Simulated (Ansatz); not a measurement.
System: BaF, charge 0, multiplicity 2. SMILES: [F][Ba]
Geometry: optimised at B3LYP-D3(BJ)/def2-TZVP (Ansatz, a program for electronic structure).

Parts of the frozen-core correlation energy in def2-SVP (Ansatz, hartree). Frozen orbitals: 5; correlated occupied orbitals by spin: 5 and 4; virtual: 34 and 35. UHF or UKS for open shells. Spin-orbit coupling is left out. Past Kr the def2 sets carry scalar-relativistic core potentials.

```csv
term,value
reference (HF),-124.51295
MP2 opposite-spin,-0.14918
MP2 same-spin,-0.05905
CCSD correlation,-0.20713
(T),-0.00314
CCSDT minus CCSD(T),-0.00011
CCSDT(Q) minus CCSD(T),-0.00068
T1 diagnostic,0.019
largest doubles amplitude,0.038
<S^2> of the reference,0.750
```
